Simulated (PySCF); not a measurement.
These are PySCF with PBE-D3(BJ)/def2-TZVP // B3LYP-D3(BJ)/def2-TZVP values and carry that method's errors. All species are isolated molecules in the gas phase. 

Reference species (SMILES): `BCl` (neutral, multiplicity 1).

```json
{
 "dipole_moment": "0.41 D"
}
```

Changed species: `ClBCl` (whole molecule; the reference has whole molecule).

### Question
Give the shifts of the dipole moment.

### Answer
the dipole moment decreases by 0.06 D, to 0.35 D.
